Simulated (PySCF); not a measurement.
SMILES C[SiH2]/C=C/[SiH2]Cl (C3H9ClSi2), GFN2-xTB optimised geometry.

```
15

Si    -0.36    -2.94     4.12
Cl     0.63    -2.16     5.70
C      0.27    -2.10     2.56
C     -0.49    -1.68     1.55
Si     0.14    -0.81     0.00
C     -0.52     0.98     0.00
H     -1.79    -2.69     4.32
H     -0.08    -4.38     4.09
H      1.34    -1.95     2.48
H     -1.56    -1.83     1.63
H     -0.36    -1.53    -1.18
H      1.61    -0.81     0.00
H     -0.17     1.53     0.87
H     -1.61     1.00     0.01
H     -0.19     1.51    -0.88
```

Density from PBE0/def2-TZVP (PySCF) at that geometry.

Minimum of the electron density along straight lines between bonded atoms, close to the bond critical point (lines longer than 1.1 times the sum of covalent radii, or with two minima, are not listed):

```
bond     length / Å  ρ at the minimum / e bohr⁻³  ∇²ρ there / e bohr⁻⁵  position (fraction from the first atom)
-------  ----------  ---------------------------  --------------------  ---------------------------------------
Si1–Cl2       2.025                            ?                  0.28                                     0.36
Si1–C3        1.881                        0.121                  0.18                                     0.39
C3–C4         1.332                        0.348                 -1.05                                     0.50
C4–Si5        1.887                        0.117                     ?                                     0.61
Si5–C6        1.900                        0.116                     ?                                     0.39
Si1–H7        1.461                        0.127                  0.18                                     0.49
Si1–H8        1.463                        0.127                  0.18                                     0.49
C3–H9         1.085                        0.282                 -0.98                                     0.64
C4–H10        1.085                        0.282                 -0.98                                     0.64
Si5–H11       1.470                        0.123                  0.18                                     0.49
Si5–H12       1.467                        0.124                  0.18                                     0.49
C6–H13        1.087                        0.275                 -0.92                                     0.64
C6–H14        1.087                        0.274                 -0.92                                     0.64
C6–H15        1.086                        0.275                 -0.92                                     0.64
```

### Question
Fill in the missing entries.

### Answer

- Si1–Cl2, ρ at the minimum / e bohr⁻³: 0.103
- C4–Si5, ∇²ρ there / e bohr⁻⁵: 0.20
- Si5–C6, ∇²ρ there / e bohr⁻⁵: 0.16
